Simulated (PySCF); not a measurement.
**Relaxation of singlet ZrCl₄**

These are results of PySCF, PBE0, basis Zr def2-TZVP with ECP28, Cl def2-TZVP (scalar-relativistic core potentials, no spin–orbit coupling, density fitting), not measurements. A (50,194) grid was used.

A hand-made see-saw start, of C2v symmetry, held to at least that symmetry:

```xyz
5
charge 0 multiplicity 1, angstrom
Zr    0.0000    0.0000   -0.5412
Cl    0.0000    2.5204   -0.3207
Cl    0.0000   -2.5204   -0.3207
Cl    1.9937    0.0000    1.0164
Cl   -1.9937    0.0000    1.0164
```

Q: What forces act on the atoms at the start (eV/Å)?

A: 
```
atom     Fx     Fy     Fz
 Zr1   0.00   0.00   5.21
 Cl2   0.00  -1.98  -0.92
 Cl3   0.00   1.98  -0.92
 Cl4  -1.90   0.00  -1.69
 Cl5   1.90   0.00  -1.69
```

Q: What does it relax to?

A: It ends at Td with Zr–Cl 2.317 Å (×4); Cl–Zr–Cl 109.5° (×6) (after a last refinement on a finer grid). A frequency run shows a minimum. Other isomers or separated fragments may lie lower.

Q: How much energy is released, and in how many steps?

A: 279.7 kJ/mol in 10 steps.

The relaxation took 48 s on 4 threads of a shared Arm Neoverse V2 host, with 188 basis functions and 11 gradients; the process peaked at 1.2 GiB.
